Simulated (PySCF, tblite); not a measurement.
Compound: C6H10OSi.
Atom-mapped SMILES: `[O:1]=[C:2]1[CH:3]=[CH:4][CH2:5][C@H:6]1[CH2:7][SiH3:8]` (hydrogens: H9 on C3; H10 on C4; H11, H12 on C5; H13 on C6; H14, H15 on C7; H16, H17, H18 on Si8)

Computed with GFN2-xTB (tblite), gas phase: Langevin dynamics at 300 K from the optimised GFN2-xTB geometry, time step 0.5 fs, friction 0.01 fs⁻¹, 2000 steps. Over the second half of the run the saved frames average 293 K.

Frame at 250 fs, instantaneous temperature 287 K:
```
atom  x, y, z in Å
O1      0.151    0.996    1.643
C2     -0.618    0.271    0.981
C3     -2.069    0.339    0.891
C4     -2.523   -0.434   -0.082
C5     -1.397   -1.236   -0.716
C6     -0.072   -0.772   -0.039
C7      0.894    0.046   -0.904
Si8     2.562    0.251    0.136
H9     -2.627    0.998    1.532
H10    -3.615   -0.538   -0.270
H11    -1.565   -2.348   -0.538
H12    -1.369   -1.161   -1.796
H13     0.474   -1.526    0.458
H14     1.145   -0.341   -1.849
H15     0.333    1.005   -0.987
H16     2.706    1.641    0.507
H17     3.662   -0.275   -0.613
H18     2.442   -0.669    1.276
```

Frame at 425 fs, instantaneous temperature 294 K:
```
atom  x, y, z in Å
O1      0.641    0.005    1.969
C2     -0.221   -0.285    1.181
C3     -1.589    0.185    1.054
C4     -2.073   -0.055   -0.153
C5     -1.136   -0.832   -1.014
C6      0.094   -0.990   -0.134
C7      1.441   -0.583   -0.700
Si8     2.761   -0.228    0.687
H9     -2.006    0.760    1.867
H10    -2.952    0.473   -0.507
H11    -1.573   -1.790   -1.268
H12    -1.003   -0.260   -1.951
H13     0.179   -2.077    0.171
H14     1.914   -1.347   -1.365
H15     1.329    0.244   -1.381
H16     2.788    1.061    1.374
H17     3.997   -0.278   -0.251
H18     2.832   -1.433    1.511
```

Frame at 625 fs, instantaneous temperature 338 K:
```
atom  x, y, z in Å
O1      0.205   -0.136    2.243
C2     -0.459   -0.247    1.216
C3     -1.642    0.492    0.882
C4     -2.083    0.167   -0.342
C5     -1.103   -0.652   -1.091
C6     -0.024   -1.016   -0.031
C7      1.329   -0.406   -0.397
Si8     2.615   -0.534    1.009
H9     -2.214    1.086    1.557
H10    -3.071    0.392   -0.602
H11    -1.658   -1.581   -1.429
H12    -0.600   -0.243   -1.975
H13    -0.019   -2.051    0.115
H14     1.619   -1.032   -1.214
H15     1.160    0.556   -0.793
H16     2.405    0.399    2.107
H17     3.761    0.001    0.403
H18     2.725   -1.937    1.438
```

Frame at 800 fs, instantaneous temperature 286 K:
```
atom  x, y, z in Å
O1      0.027   -0.021    2.127
C2     -0.554   -0.213    1.097
C3     -1.927    0.347    0.600
C4     -2.083   -0.088   -0.608
C5     -0.876   -0.785   -1.213
C6      0.076   -1.000   -0.020
C7      1.494   -0.508   -0.278
Si8     2.526   -0.433    1.326
H9     -2.588    0.763    1.373
H10    -2.909    0.126   -1.286
H11    -1.145   -1.751   -1.699
H12    -0.445   -0.169   -2.061
H13     0.134   -2.008    0.410
H14     1.981   -1.274   -0.941
H15     1.524    0.473   -0.786
H16     2.373    0.777    2.143
H17     3.900   -0.475    0.652
H18     2.178   -1.679    2.025
```

Frame at 1000 fs, instantaneous temperature 304 K:
```
atom  x, y, z in Å
O1     -0.128    0.001    2.169
C2     -0.537   -0.096    1.019
C3     -1.604    0.638    0.460
C4     -1.764    0.370   -0.837
C5     -0.685   -0.579   -1.333
C6     -0.054   -1.036   -0.031
C7      1.439   -1.070   -0.136
Si8     2.262   -1.420    1.565
H9     -2.305    1.282    0.952
H10    -2.435    0.888   -1.518
H11    -1.081   -1.465   -1.829
H12     0.068   -0.035   -1.931
H13    -0.488   -1.997    0.254
H14     1.691   -1.641   -1.089
H15     1.748   -0.015   -0.332
H16     2.463   -0.188    2.382
H17     3.605   -1.862    1.194
H18     1.503   -2.494    2.233
```

Task: What do single points at PBE0/pcSseg-1 (PySCF, gas phase) give on these frames?

Result: 
| t (fs) | GFN2-xTB E above start (eV) | DFT E above lowest frame (eV) | HOMO (eV) | LUMO (eV) | dipole (D) |
| --- | --- | --- | --- | --- | --- |
| 250 | 0.63 | 0.22 | -7.19 | -1.70 | 3.91 |
| 425 | 0.37 | 0.00 | -7.42 | -1.76 | 4.64 |
| 625 | 0.68 | 0.43 | -7.16 | -1.73 | 4.30 |
| 800 | 0.54 | 0.12 | -7.24 | -1.34 | 3.77 |
| 1000 | 0.49 | 0.08 | -7.27 | -1.77 | 4.31 |

Both levels order the frames alike by energy; measured from each level's lowest frame they differ by 0.12 eV at most. The HOMO–LUMO gap runs from 5.43 to 5.90 eV. These are instantaneous structures, not minima.

Task: And the isotropic GIAO shieldings (ppm) from the same runs?

Result: 
```csv
atom,250 fs,425 fs,625 fs,800 fs,1000 fs,mean,range
O1,-323.4,-225.8,-292.2,-247.0,-285.2,-274.7,97.6
C2,-47.7,-31.8,-31.9,-37.1,-30.8,-35.9,16.9
C3,47.2,47.2,41.5,46.5,46.7,45.8,5.7
C4,13.2,13.9,9.7,27.8,5.8,14.1,22.0
C5,141.0,144.6,138.9,136.5,136.6,139.5,8.1
C6,137.2,140.6,137.4,142.1,140.3,139.5,4.9
C7,170.5,166.6,168.8,162.5,167.3,167.1,8.0
Si8,406.4,428.8,429.3,418.5,422.3,421.1,22.9
H9,25.3,25.3,25.3,24.8,25.3,25.2,0.5
H10,23.2,23.6,23.8,24.2,23.4,23.6,1.0
H11,27.7,28.7,27.7,28.0,28.4,28.1,1.0
H12,29.4,29.0,29.1,28.3,29.2,29.0,1.1
H13,29.6,28.8,30.5,29.7,29.6,29.6,1.7
H14,31.6,29.6,31.0,29.6,29.4,30.2,2.2
H15,30.7,31.5,32.4,30.7,30.6,31.2,1.8
H16,27.3,27.1,27.0,27.1,26.7,27.0,0.6
```

The cost below is that of the whole dynamics run. Hardware: one thread of an Intel Xeon 6975P-C, shared host with 192 logical CPUs at a one-minute load of 18. Cost: 12 s, 0.18 GiB resident at most.
